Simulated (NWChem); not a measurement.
System: CH2F2O2Si; SMILES O=C[Si](O)(F)F

Parts of the log:

```
             Northwest Computational Chemistry Package (NWChem) 7.3.0
             --------------------------------------------------------

                             Geometry "geometry" -> ""
                             -------------------------

 Output coordinates in angstroms (scale by  1.889725989 to convert to a.u.)

  No.       Tag          Charge          X              Y              Z
 ---- ---------------- ---------- -------------- -------------- --------------
    1 O                    8.0000    -0.31056000     2.20765700     0.02441700
    2 C                    6.0000     0.57511200     1.37286700     0.15510900
    3 Si                  14.0000     0.02338900    -0.46314800    -0.02080900
    4 O                    8.0000    -1.59292800    -0.38133000    -0.31689200
    5 F                    9.0000     0.81924900    -1.21456900    -1.21898200
    6 F                    9.0000     0.34906100    -1.31667700     1.32044300
    7 H                    1.0000     1.63977700     1.69456500     0.36524400
    8 H                    1.0000    -1.86591200     0.56108000    -0.32979000

 Effective nuclear repulsion energy (a.u.)     314.0882165125

                                 NWChem DFT Module
                                 -----------------

 Summary of "ao basis" -> "ao basis" (spherical)
 ------------------------------------------------------------------------------
       Tag                 Description            Shells   Functions and Types
 ---------------- ------------------------------  ------  ---------------------
 O                           6-31g*                  6       14   3s2p1d
 C                           6-31g*                  6       14   3s2p1d
 Si                          6-31g*                  8       18   4s3p1d
 F                           6-31g*                  6       14   3s2p1d
 H                           6-31g*                  2        2   2s

 in cosmo_initialize ...
 calling solv_data for solv:anisole

 solvent parameters
 solvname_short: anisole
 solvname_long:  anisole
 dielec:        4.2247
 dielecinf:     2.3025
 nonaqueous SMD model solvent descriptors
 dielec:        4.2247
 sola:          0.0000
 solb:          0.2900
 solc:          0.7500
 solg:         50.5200
 solh:          0.0000
 soln:          1.5174

[...]

                                COSMO-SMD solvation results
                                ---------------------------

             internal energy in gas <Psi(g)|H|Psi(g)> =      -678.895421757376
         internal energy in solvent <Psi(s)|H|Psi(s)> =      -678.894862442651
                               delta internal energy  =         0.000559314725 (    0.35 kcal/mol)
   total free energy in solvent <Psi(s)|H+V/2|Psi(s)> =      -678.901940634844
 polarization energy contribution <Psi(s)|V/2|Psi(s)> =        -0.007078192193 (   -4.44 kcal/mol)
    total free energy in solvent including G(SMD-CDS) =      -678.901815189644
                       G(SMD-CDS) energy contribution =         0.000125445200 (    0.08 kcal/mol)
     1 M fixed-concentration free energy of solvation =        -0.006393432268 (   -4.01 kcal/mol)

                       DFT Final Molecular Orbital Analysis
                       ------------------------------------

 Vector   26  Occ=2.000000D+00  E=-4.638944D-01
              MO Center= -1.2D+00,  1.7D-02, -2.3D-01, r^2= 2.2D+00
   Bfn.  Coefficient  Atom+Function         Bfn.  Coefficient  Atom+Function
  ----- ------------  ---------------      ----- ------------  ---------------
    49      0.396703  4 O  px                50      0.333544  4 O  py
    53      0.263585  4 O  px                54      0.245772  4 O  py
     3      0.209110  1 O  px                18      0.177639  2 C  py
    35     -0.167975  3 Si px                52     -0.159945  4 O  s
     4      0.118090  1 O  py                 7      0.117349  1 O  px

 Vector   27  Occ=2.000000D+00  E=-4.304798D-01
              MO Center= -1.4D+00, -3.8D-01, -2.7D-01, r^2= 1.3D+00
   Bfn.  Coefficient  Atom+Function         Bfn.  Coefficient  Atom+Function
  ----- ------------  ---------------      ----- ------------  ---------------
    51      0.585163  4 O  pz                55      0.451393  4 O  pz
    77      0.124004  6 F  px                63     -0.121618  5 F  px
    49     -0.108435  4 O  px                81      0.093261  6 F  px
    67     -0.089170  5 F  px                53     -0.083634  4 O  px
     5     -0.081583  1 O  pz                41      0.067275  3 Si pz

 Vector   28  Occ=2.000000D+00  E=-3.353807D-01
              MO Center=  1.7D-01,  1.5D+00,  8.5D-02, r^2= 2.2D+00
   Bfn.  Coefficient  Atom+Function         Bfn.  Coefficient  Atom+Function
  ----- ------------  ---------------      ----- ------------  ---------------
     4      0.392890  1 O  py                 8      0.310916  1 O  py
     3      0.308008  1 O  px                 7      0.241879  1 O  px
    36      0.237423  3 Si py                90     -0.230168  7 H  s
    18     -0.210952  2 C  py                34      0.202925  3 Si s
    89     -0.193130  7 H  s                 20      0.142690  2 C  s

 Vector   29  Occ=0.000000D+00  E=-2.811193D-02
              MO Center=  2.6D-01,  1.3D+00,  9.6D-02, r^2= 2.1D+00
   Bfn.  Coefficient  Atom+Function         Bfn.  Coefficient  Atom+Function
  ----- ------------  ---------------      ----- ------------  ---------------
    23      0.491278  2 C  pz                 9     -0.435006  1 O  pz
    19      0.409748  2 C  pz                 5     -0.399153  1 O  pz
    41      0.209485  3 Si pz                37      0.159867  3 Si pz
    66      0.104097  5 F  s                 80     -0.103948  6 F  s
    21     -0.090842  2 C  px                55     -0.090701  4 O  pz

[...]
```

Level: M06-2X/6-31G* (spherical d), SMD on the gas-phase geometry. All runs use the structure optimised with PBE-D3(BJ)/def2-SVP. Solvent: anisole.

### Question
Which NWChem input produces such a log?

### Answer
One answer among several that fit: the input that was run:
```
start job
memory heap 200 mb stack 900 mb global 1100 mb
geometry units angstroms noautosym nocenter noautoz
  O     -0.310560     2.207657     0.024417
  C      0.575112     1.372867     0.155109
  Si     0.023389    -0.463148    -0.020809
  O     -1.592928    -0.381330    -0.316892
  F      0.819249    -1.214569    -1.218982
  F      0.349061    -1.316677     1.320443
  H      1.639777     1.694565     0.365244
  H     -1.865912     0.561080    -0.329790
end
basis spherical
  O library 6-31g*
  C library 6-31g*
  Si library 6-31g*
  F library 6-31g*
  H library 6-31g*
end
dft
  xc m06-2x
  iterations 150
end
cosmo
  do_cosmo_smd true
  solvent anisole
end
task dft energy
```
